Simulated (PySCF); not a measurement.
These are PBE-D3(BJ)/def2-TZVP // PBE0-D3(BJ)/def2-SVP (PySCF 2.14.0) values and carry that method's errors. Isolated molecules, 0 K electronic values unless said otherwise. 

Reference species (SMILES): `[SiH3][GeH3]` (neutral, multiplicity 1).

| Item | Result |
|---|---|
| HOMO | -7.19 eV |
| HOMO–LUMO gap | 6.72 eV |

Changed species: `[GeH4]` (0 of 4 H replaced by SiH3; the reference has 1 of 4 H replaced by SiH3).

Give the shifts of the HOMO and HOMO–LUMO gap.

the HOMO falls by 1.15 eV, to -8.34 eV; the HOMO–LUMO gap rises by 1.79 eV, to 8.51 eV.
